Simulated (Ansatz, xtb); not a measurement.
## Redistribution: CH3Br + C2H3I → CH3I + C2H3Br

Species: CH3Br (bromomethane) `CBr`, singlet; C2H3I `C=CI`, singlet; CH3I (methyl iodide) `CI`, singlet; C2H3Br (vinyl bromide) `C=CBr`, singlet. The partners trade Br for I; both sit on C, so the bond types are kept.

Shapes, held fixed at every level: PBE0-D4/def2-TZVP. Programs: Ansatz 0.2.0, xtb 6.7.1. The zero-point and thermal change to 298 K, harmonic and unscaled (PBE0-D4/def2-TZVP), is -0.4 kJ/mol.

**Question.** Estimate the reaction enthalpy at 298 K.

**Answer.** From tabulated heats of formation (Active Thermochemical Tables), ΔH(298 K) = -5.6 kJ/mol. Nearest: MP2/def2-SVP (-0.1); farthest: GFN1-xTB (+5.7). 9 of 9 levels lie within 10 kJ/mol. For atoms past krypton def2 sets carry core potentials with scalar relativity. Relativity is left out for Br unless named. Correlated rows may include outer-core shells of Br, I, which these sets cover unevenly.

```csv
level,kind,ΔH (kJ/mol),computed − measured
GFN1-xTB,semi-empirical,+0.2,+5.7
HF/def2-SVP,Hartree–Fock,-5.9,-0.3
r2SCAN-D4/def2-TZVPP,meta-GGA,-6.0,-0.4
BHLYP-D4/def2-TZVPP,global hybrid,-4.6,+0.9
r2SCAN0-D4/def2-TZVPP,global hybrid,-5.9,-0.3
wB97M-V/def2-TZVPP,range-separated hybrid,-5.4,+0.2
B2PLYP/def2-TZVPP,double hybrid,-4.9,+0.6
MP2/def2-SVP,perturbation theory,-5.7,-0.1
CCSD(T)/def2-TZVPP,coupled cluster or CI,-4.4,+1.2
```
